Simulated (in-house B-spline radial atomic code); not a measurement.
The numbers below are computed, except where a source is named.
Correlation energy from the adiabatic connection: −Z exp(−kr)/r, Z = 6.09, k = 0.565

Two electrons in a singlet, external potential −Z exp(−kr)/r, Z = 6.09, k = 0.565 (atomic units). Full CI in B-splines (partial waves to l = 8, correlation up to 0.6 % small) with the density held fixed gives W(λ) = <V_ee>_λ − U, and E_c is the integral of W(λ) − W(0) from 0 to 1.

| λ | W(λ) − W(0) (hartree) |
| --- | --- |
| 0 | 0.00000 |
| 0.02 | -0.00187 |
| 0.05 | -0.00467 |
| 0.12 | -0.01116 |
| 0.25 | -0.02306 |
| 0.4 | -0.03654 |
| 0.6 | -0.05413 |
| 0.8 | -0.07129 |
| 1 | -0.08803 |

Integrate the table by the trapezoid rule.

The strips give -0.00002, -0.00010, -0.00055, -0.00222, -0.00447, -0.00907, -0.01254, -0.01593, which sum to -0.04491 hartree. The direct value, W(1) − W(0) + T_c with T_c = 0.04309, is -0.04494; the curve is convex, so chords lie above it and the trapezoids fall short in size by 0.07 %.

Now use only three numbers: W(0) = -3.5533, the initial slope W'(0) = -0.09371 (extrapolated from the first points) and the strong-coupling limit of the point-charge-plus-continuum model, W∞ = -5.0491. What do second-order theory and the interpolation W(λ) = W∞ + (W(0) − W∞)/√(1 + 2χλ) of Seidl, Perdew and Levy give?

Second order keeps the slope alone: E_c = W'(0)/2 = -0.04686, +4 % in size against -0.04494. Matching the slope fixes χ = W'(0)/(W∞ − W(0)) = -0.09371/(-1.49580) = 0.06265. Integrating, with s = √(1 + 2χ) = 1.060800, E_c = −(W(0) − W∞)(s − 1)/(s + 1) = −1.49580 × 0.060800/2.060800 = -0.04413 hartree, -1.8 % in size against the full result. At λ = 1 the formula gives W − W(0) = -0.08573 against -0.08803. Part of the miss can come from the model's W∞.
